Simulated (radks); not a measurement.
Valence configurations of Ce (all share [Xe]). Calculated with a radial shooting solver on a logarithmic mesh with Libxc functionals: scalar-relativistic Kohn-Sham, BLYP, spin-unpolarised, spherical densities, point nucleus. Energies are relative to 4f1 5d1 6s2; eigenvalues in eV.

valence              E (eV)   e(4f)   e(5d)   e(6p)   e(6s)
4f1 5d1 6s2           0.000  -5.151  -2.871       -  -3.590
4f1 5d1 6p2           5.117  -7.326  -4.626  -2.101       -
4f1 5d2 6s1           0.940  -3.622  -1.970       -  -3.112
5d2 6s1 6p1           7.451       -  -4.836  -1.765  -4.518
4f1 5d1 6s1.5 6p0.5   1.216  -5.735  -3.350  -1.460  -3.936
4f1 5d1 6s1 6p1       2.476  -6.288  -3.799  -1.690  -4.252
4f1 5d2 6p1           3.169  -4.692  -2.862  -1.465       -
4f1 5d3               2.234  -2.531  -1.356       -       -
5d1 6s1 6p2          11.232       -  -6.962  -2.465  -5.660

NIST lists [Xe] 4f1 5d1 6s2 as the ground configuration; this level of theory agrees among the configurations tried. The energies are those of spherical spin-averaged densities, not of single terms. No valid solution was reached for [Xe] 4f2 5d1 6s1.
